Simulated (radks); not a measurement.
Values are calculated unless marked as measured or tabulated.
Q: The titanium ion Ti4+, [Ar]. Level of theory: non-relativistic Kohn-Sham, exchange-only LDA, spin-polarised, spherical densities, point nucleus (a radial shooting solver on a logarithmic mesh with Libxc functionals). Every spin shell is full or empty, so the densities are truly spherical. Functionals are evaluated on that one density, not self-consistently. Rank these orbital-free kinetic functionals by their error against the exact value of the orbitals, and give that value: Thomas-Fermi, von Weizsacker, TF + vW, TF + vW/9, TF + vW/5, LC94, APBEK, revAPBEK, Perdew 92, Thakkar, Pearson, LKT, PG1, DePristo-Kress, Ernzerhof.

A: Exact: 842.294 hartree. From best to worst, with 100 (|E| - |E exact|)/|E exact| (equal figures are ties): LC94 +0.01, DePristo-Kress -0.05, APBEK +0.12, Ernzerhof -0.21, Thakkar -0.31, revAPBEK +0.41, Perdew 92 -0.72, TF + vW/9 -0.73, Pearson -1.42, TF + vW/5 +4.19, Thomas-Fermi -6.87, PG1 +21.67, LKT +27.04, von Weizsacker -44.70, TF + vW +48.42.
